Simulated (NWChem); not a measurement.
NaF; SMILES [F][Na]

```xyz
2

Na     0.0000     0.0000    -0.8567
F      0.0000     0.0000     1.0316
```
Atoms are numbered in this order, from 1.

Computed with NWChem. Coordinates come from a PBE0/def2-SVP optimisation. GIAO values for the isolated, static molecule; σ is the absolute isotropic shielding.

```json
[
 {"level": "Hartree-Fock/pcSseg-0", "basis functions": "19", "σ Na1 (ppm)": "593.7", "σ F2 (ppm)": "494.8"},
 {"level": "Hartree-Fock/pcSseg-1", "basis functions": "33", "σ Na1 (ppm)": "580.0", "σ F2 (ppm)": "463.5"},
 {"level": "Hartree-Fock/pcSseg-2", "basis functions": "64", "σ Na1 (ppm)": "582.9", "σ F2 (ppm)": "451.6"},
 {"level": "Hartree-Fock/pcSseg-3", "basis functions": "119", "σ Na1 (ppm)": "583.5", "σ F2 (ppm)": "455.7"}
]
```
